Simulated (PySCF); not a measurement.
# Bond lengths and vibrations by method: ClGeH3N2

These are calculations, not measurements. The program is PySCF 2.14.0, an open-source quantum chemistry code, run on an isolated molecule that a program drew, which may never have been made. The molecule is ClGeH3N2 (charge 0, singlet), drawn as the SMILES string `[NH]=[Ge]([NH2])[Cl]`.

The geometry was optimised and harmonic frequencies were computed with HF and MP2, all in the cc-pV(D+d)Z basis, for the commonest isotopes, with a restricted reference for singlets and an unrestricted one otherwise, and a frozen core in MP2. Germanium has the cc-pVDZ-PP basis, with a core potential (ECP10MDF) in place of its 10 inner electrons, and its 3s, 3p and 3d shells are frozen in MP2. Each result is a local minimum of its method.

Geometry at the HF minimum:
```xyz
7
ClGeH3N2, angstrom
N    -1.6258   -2.4945    0.8972
Ge   -0.8058   -2.4246   -0.5646
N    -0.3832   -1.1574   -1.7424
Cl    0.0786   -4.2028   -1.3365
H    -1.9917   -1.5867    1.1559
H    -0.8704   -0.2816   -1.7270
H    -0.0640   -1.4134   -2.6574
```

Lengths of the bonds as drawn, in Å (atoms numbered as above):
| bond | HF | MP2 |
|---|---|---|
| N1-Ge2 | 1.678 | 1.720 |
| Ge2-N3 | 1.781 | 1.829 |
| Ge2-Cl4 | 2.131 | 2.143 |
| N1-H5 | 1.012 | 1.038 |
| N3-H6 | 1.002 | 1.022 |
| N3-H7 | 1.002 | 1.022 |

Rotational constants, in GHz:
| constant | HF | MP2 |
|---|---|---|
| A | 6.089 | 5.76 |
| B | 3.244 | 3.222 |
| C | 2.118 | 2.072 |

Harmonic frequencies in cm^-1, each column in rising order, so a row needn't be the same motion in every method:
| rank | HF | MP2 |
|---|---|---|
| 1 | 207 | 176 |
| 2 | 209 | 193 |
| 3 | 235 | 210 |
| 4 | 303 | 247 |
| 5 | 334 | 441 |
| 6 | 453 | 507 |
| 7 | 536 | 543 |
| 8 | 769 | 705 |
| 9 | 893 | 868 |
| 10 | 925 | 899 |
| 11 | 1016 | 955 |
| 12 | 1668 | 1551 |
| 13 | 3711 | ? |
| 14 | 3774 | 3541 |
| 15 | 3891 | 3660 |

**Estimate the missing MP2 frequency from the HF column.**

A single factor s that minimises the squared misfit of MP2 against s times HF over the other rows is sum(HF x MP2) / sum(HF^2) = 0.9421, with an rms misfit of 45 cm^-1. For rank 13 it gives 0.9421 x 3711 = 3496 cm^-1. The calculation gives 3430 cm^-1, 66 cm^-1 below the estimate. The drawn bonds are on average 2.1 % longer in MP2 than in HF.
